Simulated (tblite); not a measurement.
Record of a relaxation.

C6H11BF3P.
Numbering: `[CH3:1][B:2]([CH3:3])[P:4]([CH:5]1[CH2:6][CH2:7]1)[C:8]([F:9])([F:10])[F:11]` (hydrogens: H12, H13, H14 on C1; H15, H16, H17 on C3; H18 on C5; H19, H20 on C6; H21, H22 on C7)

Computed with GFN2-xTB (tblite), gas phase: L-BFGS steps from a force-field or distance-geometry start until the largest atomic force falls under 0.01 eV/Å. 9 of its 232 geometries are shown.

Step 0: E = -988.3491 eV, largest atomic force 2.816 eV/Å
```
atom  x, y, z in Å  |  force x, y, z in eV/Å
C1      2.093    1.130   -1.181   -0.972  -0.282   0.202
B2      1.367    0.071   -0.242    0.820  -0.398   0.555
C3      2.178   -0.475    1.022    0.165   0.128  -0.686
P4     -0.424   -0.410   -0.677   -1.248   2.272  -1.101
C5     -1.467    0.004    0.792    0.186  -0.008   0.474
C6     -2.800    0.688    0.604   -0.288   0.382   0.678
C7     -1.592    1.518    0.965    0.095  -0.018  -0.271
C8     -0.620   -2.120   -1.299    0.235  -0.998  -0.615
F9      0.317   -2.280   -2.321   -1.168   0.063   1.088
F10    -1.878   -2.272   -1.891    1.861  -0.312   1.095
F11    -0.346   -3.118   -0.403   -0.717   0.279  -0.915
H12     3.046    1.361   -0.709    0.036   0.322  -0.584
H13     1.464    2.058   -1.280    0.753  -0.895  -0.162
H14     2.224    0.662   -2.187   -0.001   0.674   0.721
H15     2.018    0.199    1.885   -0.035  -0.706  -0.276
H16     3.253   -0.398    0.772   -0.426  -0.173   0.364
H17     1.948   -1.536    1.232    0.063   0.748   0.339
H18    -1.315   -0.532    1.740   -0.040   0.012  -0.464
H19    -3.559    0.638    1.419    0.616  -0.410  -0.850
H20    -3.235    0.772   -0.404    0.414  -0.016   0.657
H21    -1.228    2.184    0.149   -0.056  -0.591   0.965
H22    -1.455    1.874    2.014   -0.291  -0.072  -1.213
```

Step 29: E = -989.5455 eV, largest atomic force 0.168 eV/Å
```
atom  x, y, z in Å  |  force x, y, z in eV/Å
C1      2.171    1.161   -1.228   -0.002   0.036   0.002
B2      1.386    0.113   -0.370   -0.050  -0.023  -0.047
C3      1.958   -0.590    0.912    0.001   0.035  -0.082
P4     -0.458   -0.079   -1.025    0.070   0.048   0.012
C5     -1.325    0.098    0.590   -0.030  -0.047  -0.025
C6     -2.735    0.623    0.601   -0.005  -0.074   0.005
C7     -1.616    1.500    1.044    0.087  -0.011   0.003
C8     -0.535   -1.961   -1.129   -0.074  -0.009  -0.037
F9      0.328   -2.426   -2.055   -0.065   0.037   0.150
F10    -1.760   -2.357   -1.512    0.034  -0.050   0.010
F11    -0.273   -2.627    0.012    0.018  -0.039  -0.055
H12     3.144    1.474   -0.865    0.063  -0.058   0.075
H13     1.558    2.054   -1.363    0.014   0.045  -0.009
H14     2.305    0.770   -2.239    0.014  -0.031   0.013
H15     1.738    0.041    1.778    0.019   0.004  -0.052
H16     3.041   -0.690    0.872   -0.011   0.016   0.032
H17     1.540   -1.569    1.139   -0.011   0.055  -0.052
H18    -1.033   -0.617    1.353   -0.058  -0.017  -0.003
H19    -3.426    0.238    1.333    0.032  -0.053   0.101
H20    -3.207    0.829   -0.348    0.057   0.057  -0.046
H21    -1.324    2.319    0.405    0.001   0.043  -0.073
H22    -1.487    1.714    2.093   -0.104   0.034   0.077
```

Step 58: E = -989.5673 eV, largest atomic force 0.027 eV/Å
```
atom  x, y, z in Å  |  force x, y, z in eV/Å
C1      2.220    1.163   -1.239    0.002   0.003   0.004
B2      1.374    0.132   -0.419    0.022   0.004   0.000
C3      1.943   -0.567    0.861   -0.002  -0.010   0.000
P4     -0.479   -0.066   -1.034    0.001  -0.027  -0.003
C5     -1.327    0.097    0.593   -0.011  -0.003   0.000
C6     -2.744    0.597    0.615   -0.002   0.015   0.006
C7     -1.636    1.490    1.064   -0.008   0.003   0.001
C8     -0.556   -1.956   -1.105    0.012   0.021   0.009
F9      0.333   -2.429   -1.996   -0.006  -0.006  -0.004
F10    -1.768   -2.370   -1.507    0.011   0.005  -0.008
F11    -0.313   -2.608    0.049   -0.007   0.011  -0.014
H12     3.189    1.404   -0.808   -0.007   0.001  -0.015
H13     1.668    2.093   -1.385    0.014   0.003  -0.014
H14     2.393    0.778   -2.245   -0.008  -0.005   0.013
H15     1.718    0.074    1.718   -0.005  -0.007  -0.007
H16     3.026   -0.669    0.837   -0.005   0.004  -0.004
H17     1.518   -1.541    1.089   -0.007  -0.002   0.013
H18    -1.039   -0.632    1.344    0.001   0.009   0.016
H19    -3.417    0.190    1.355    0.015  -0.011   0.001
H20    -3.220    0.817   -0.330    0.007  -0.004   0.004
H21    -1.362    2.317    0.425   -0.004  -0.004   0.003
H22    -1.532    1.705    2.117   -0.014   0.000  -0.001
```

Step 87: E = -989.5762 eV, largest atomic force 0.032 eV/Å
```
atom  x, y, z in Å  |  force x, y, z in eV/Å
C1      2.331    1.051   -1.326   -0.002  -0.009  -0.003
B2      1.418    0.171   -0.411   -0.027  -0.007   0.001
C3      1.945   -0.546    0.878    0.004  -0.007  -0.005
P4     -0.464    0.085   -0.969    0.021   0.000  -0.004
C5     -1.300    0.163    0.669   -0.002   0.014   0.005
C6     -2.773    0.464    0.688   -0.007   0.015   0.008
C7     -1.797    1.508    1.118   -0.019   0.003  -0.007
C8     -0.557   -1.798   -1.144    0.002  -0.007  -0.004
F9      0.430   -2.262   -1.934   -0.022   0.009  -0.007
F10    -1.713   -2.170   -1.718    0.024   0.006   0.021
F11    -0.476   -2.496    0.005    0.019  -0.001  -0.020
H12     3.312    1.279   -0.916    0.016  -0.001   0.011
H13     1.847    1.986   -1.610    0.003   0.001   0.009
H14     2.491    0.519   -2.267   -0.003  -0.015  -0.002
H15     1.734    0.089    1.742    0.001   0.004  -0.015
H16     3.021   -0.701    0.865    0.012   0.011   0.006
H17     1.472   -1.503    1.087   -0.010   0.003   0.005
H18    -0.915   -0.503    1.435    0.007  -0.012  -0.005
H19    -3.379   -0.021    1.437   -0.005  -0.002   0.008
H20    -3.273    0.598   -0.260   -0.006   0.006   0.008
H21    -1.638    2.354    0.465   -0.010  -0.003  -0.001
H22    -1.727    1.753    2.168    0.003  -0.008  -0.009
```

Step 116: E = -989.5910 eV, largest atomic force 0.094 eV/Å
```
atom  x, y, z in Å  |  force x, y, z in eV/Å
C1      2.453    0.836   -1.401    0.003  -0.006   0.025
B2      1.454    0.217   -0.369   -0.029   0.003   0.007
C3      1.936   -0.442    0.969   -0.001  -0.007  -0.012
P4     -0.438    0.278   -0.905    0.002  -0.029   0.013
C5     -1.300    0.216    0.722    0.088   0.027  -0.007
C6     -2.799    0.313    0.760   -0.022   0.021  -0.022
C7     -1.978    1.489    1.160    0.088   0.031   0.010
C8     -0.537   -1.582   -1.258   -0.032   0.030   0.049
F9      0.340   -1.966   -2.201    0.037   0.057  -0.018
F10    -1.752   -1.929   -1.704   -0.072   0.026  -0.029
F11    -0.304   -2.367   -0.190    0.027  -0.062   0.057
H12     3.462    0.977   -1.022    0.016  -0.011  -0.019
H13     2.105    1.782   -1.812   -0.024   0.004  -0.003
H14     2.518    0.158   -2.255    0.015  -0.008  -0.028
H15     1.761    0.223    1.816   -0.033   0.030  -0.038
H16     3.001   -0.661    0.961    0.035   0.013   0.010
H17     1.413   -1.368    1.201   -0.021  -0.011   0.032
H18    -0.821   -0.387    1.484   -0.017   0.005   0.037
H19    -3.314   -0.233    1.534   -0.030  -0.061  -0.013
H20    -3.334    0.362   -0.175   -0.037  -0.020  -0.046
H21    -1.939    2.330    0.484   -0.013   0.026  -0.026
H22    -1.936    1.775    2.200    0.020  -0.059   0.019
```

Step 144: E = -989.6222 eV, largest atomic force 0.064 eV/Å
```
atom  x, y, z in Å  |  force x, y, z in eV/Å
C1      2.540    0.492   -1.484    0.016  -0.004  -0.040
B2      1.511    0.207   -0.337    0.039   0.005  -0.020
C3      1.963   -0.201    1.107    0.019   0.010   0.003
P4     -0.364    0.463   -0.815    0.003   0.026   0.037
C5     -1.250    0.254    0.784   -0.015   0.012   0.024
C6     -2.750    0.141    0.750    0.010   0.022  -0.020
C7     -2.117    1.395    1.250    0.015  -0.038   0.010
C8     -0.598   -1.324   -1.384   -0.003  -0.014  -0.015
F9      0.119   -1.590   -2.489    0.009   0.005  -0.003
F10    -1.880   -1.574   -1.690    0.036  -0.020  -0.005
F11    -0.244   -2.256   -0.475   -0.009   0.028   0.014
H12     3.577    0.514   -1.155   -0.011  -0.017  -0.028
H13     2.321    1.438   -1.980    0.006  -0.011   0.002
H14     2.467   -0.261   -2.274   -0.029   0.013   0.056
H15     1.731    0.590    1.823   -0.035  -0.013  -0.009
H16     3.031   -0.393    1.176   -0.014  -0.002   0.016
H17     1.446   -1.093    1.465    0.004   0.028  -0.016
H18    -0.730   -0.309    1.551   -0.012  -0.019  -0.001
H19    -3.217   -0.529    1.455   -0.013   0.006   0.020
H20    -3.236    0.166   -0.213   -0.040   0.019  -0.004
H21    -2.179    2.276    0.628    0.011  -0.009  -0.025
H22    -2.152    1.612    2.307    0.012  -0.028   0.006
```

Step 173: E = -989.6937 eV, largest atomic force 0.058 eV/Å
```
atom  x, y, z in Å  |  force x, y, z in eV/Å
C1      2.531    0.112   -1.495   -0.040  -0.011  -0.009
B2      1.480    0.236   -0.334    0.020   0.022  -0.036
C3      1.919    0.422    1.159   -0.031   0.007   0.018
P4     -0.382    0.379   -0.824    0.014  -0.015  -0.007
C5     -1.334    0.018    0.710   -0.037  -0.007   0.011
C6     -2.819    0.277    0.664    0.047   0.007   0.007
C7     -1.935    1.161    1.478   -0.024  -0.022  -0.037
C8     -0.576   -1.376   -1.492   -0.010   0.049   0.008
F9     -0.022   -1.534   -2.702    0.028  -0.015  -0.023
F10    -1.869   -1.706   -1.613   -0.020  -0.014  -0.032
F11    -0.028   -2.321   -0.697    0.010  -0.002  -0.010
H12     3.486   -0.308   -1.188   -0.010   0.009   0.042
H13     2.738    1.128   -1.843    0.005  -0.021   0.009
H14     2.189   -0.437   -2.371   -0.030   0.005   0.022
H15     1.302    1.137    1.701   -0.022   0.001   0.007
H16     2.961    0.707    1.282   -0.002   0.002  -0.020
H17     1.795   -0.531    1.677   -0.013  -0.012   0.010
H18    -0.999   -0.842    1.283    0.032   0.011  -0.002
H19    -3.474   -0.415    1.172    0.027   0.003  -0.008
H20    -3.234    0.672   -0.253    0.013   0.003   0.038
H21    -1.758    2.170    1.134    0.008  -0.031  -0.023
H22    -1.980    1.068    2.553    0.034   0.031   0.035
```

Step 202: E = -989.7156 eV, largest atomic force 0.025 eV/Å
```
atom  x, y, z in Å  |  force x, y, z in eV/Å
C1      2.544   -0.035   -1.417    0.017   0.002   0.007
B2      1.444    0.258   -0.337   -0.011   0.008   0.002
C3      1.827    0.577    1.152   -0.002   0.000  -0.002
P4     -0.398    0.415   -0.861   -0.008  -0.006   0.004
C5     -1.284   -0.003    0.697    0.006  -0.002  -0.005
C6     -2.774    0.196    0.753    0.008  -0.005  -0.005
C7     -1.875    1.131    1.488   -0.008   0.002   0.007
C8     -0.617   -1.299   -1.624    0.003  -0.002  -0.009
F9     -0.040   -1.404   -2.831   -0.001   0.005   0.005
F10    -1.915   -1.590   -1.793    0.008  -0.002   0.003
F11    -0.107   -2.300   -0.874   -0.006   0.012  -0.003
H12     3.422   -0.531   -1.008   -0.006   0.009   0.000
H13     2.891    0.927   -1.803   -0.002  -0.008   0.004
H14     2.205   -0.601   -2.281   -0.005  -0.008   0.002
H15     1.140    1.265    1.642    0.018   0.000  -0.010
H16     2.841    0.956    1.270   -0.011  -0.004  -0.004
H17     1.782   -0.354    1.723    0.002   0.006  -0.003
H18    -0.869   -0.837    1.254   -0.018  -0.010   0.015
H19    -3.353   -0.519    1.317   -0.002   0.004   0.001
H20    -3.276    0.557   -0.132    0.010   0.005  -0.001
H21    -1.760    2.132    1.098   -0.012   0.005   0.004
H22    -1.839    1.078    2.566    0.016  -0.011  -0.013
```

Step 231: E = -989.7188 eV, largest atomic force 0.009 eV/Å
```
atom  x, y, z in Å  |  force x, y, z in eV/Å
C1      2.540   -0.175   -1.353   -0.001   0.002  -0.001
B2      1.443    0.272   -0.325    0.001  -0.002  -0.002
C3      1.838    0.731    1.124    0.002   0.001   0.002
P4     -0.394    0.449   -0.847    0.001  -0.001  -0.007
C5     -1.276   -0.032    0.695    0.001   0.004   0.006
C6     -2.767    0.158    0.756   -0.001   0.003  -0.002
C7     -1.873    1.062    1.536   -0.008  -0.001   0.003
C8     -0.634   -1.224   -1.688   -0.003   0.000   0.000
F9     -0.086   -1.266   -2.912    0.004  -0.001  -0.007
F10    -1.936   -1.507   -1.842   -0.002   0.001  -0.001
F11    -0.108   -2.261   -1.003   -0.001  -0.003   0.001
H12     3.385   -0.667   -0.877    0.006  -0.001   0.001
H13     2.942    0.722   -1.829   -0.005   0.005  -0.005
H14     2.187   -0.813   -2.160    0.007  -0.006  -0.002
H15     1.174    1.488    1.538   -0.004   0.005   0.004
H16     2.861    1.091    1.200    0.001   0.000  -0.001
H17     1.768   -0.131    1.792   -0.006  -0.002   0.002
H18    -0.863   -0.889    1.218    0.000  -0.005   0.001
H19    -3.347   -0.584    1.283    0.001   0.003   0.006
H20    -3.265    0.561   -0.113    0.001   0.005  -0.001
H21    -1.765    2.082    1.197    0.001  -0.006  -0.005
H22    -1.834    0.954    2.610    0.004  -0.003   0.006
```

Task: Summarise the path.

Result: The energy falls by 31.59 kcal/mol from step 0 to step 231; nine tenths of that is first reached at step 103. It rises by more than 0.2 meV at step 117. The largest force goes from 2.816 to 0.009 eV/Å. Among the bonds P4–C8 changes most (a near tie, within 0.001 Å, with another), from 1.830 to 1.888 Å; the atoms move by 1.215 Å rms after alignment.

Task: Follow the three bonds and two angles with the largest change from start to end.

Result: 
```tsv
step	E above end (kcal/mol)	largest force (eV/Å)	P4–C8 (Å)	C8–F10 (Å)	C8–F9 (Å)	C5–P4–C8 (°)	B2–P4–C8 (°)
0	31.59	2.816	1.830	1.399	1.395	114.8	114.5
10	10.22	0.398	1.898	1.342	1.348	106.6	103.7
20	5.66	0.235	1.873	1.343	1.350	98.8	99.1
30	3.90	0.147	1.890	1.344	1.348	96.9	99.1
40	3.58	0.081	1.894	1.342	1.346	96.6	99.2
50	3.51	0.016	1.890	1.342	1.345	96.1	98.8
60	3.49	0.023	1.891	1.342	1.345	95.8	98.7
70	3.46	0.039	1.892	1.342	1.345	95.7	98.6
80	3.34	0.054	1.894	1.343	1.346	95.7	97.6
90	3.27	0.047	1.893	1.342	1.347	95.9	96.4
100	3.18	0.051	1.893	1.341	1.347	96.5	94.4
110	3.08	0.045	1.893	1.341	1.347	96.9	94.4
121	2.78	0.088	1.891	1.343	1.345	96.0	94.1
131	2.43	0.069	1.887	1.341	1.343	94.8	93.9
141	2.27	0.060	1.892	1.341	1.343	95.6	94.0
151	1.88	0.292	1.894	1.336	1.337	94.1	93.8
161	0.86	0.058	1.888	1.341	1.342	93.3	94.9
171	0.62	0.063	1.887	1.341	1.340	93.3	96.6
181	0.38	0.090	1.888	1.341	1.340	94.2	97.5
191	0.11	0.056	1.888	1.340	1.341	94.6	98.1
201	0.08	0.027	1.888	1.341	1.341	94.6	98.5
211	0.05	0.018	1.888	1.341	1.341	94.7	98.9
221	0.02	0.022	1.888	1.342	1.342	94.5	99.4
231	0.00	0.009	1.888	1.341	1.341	94.6	99.3
```
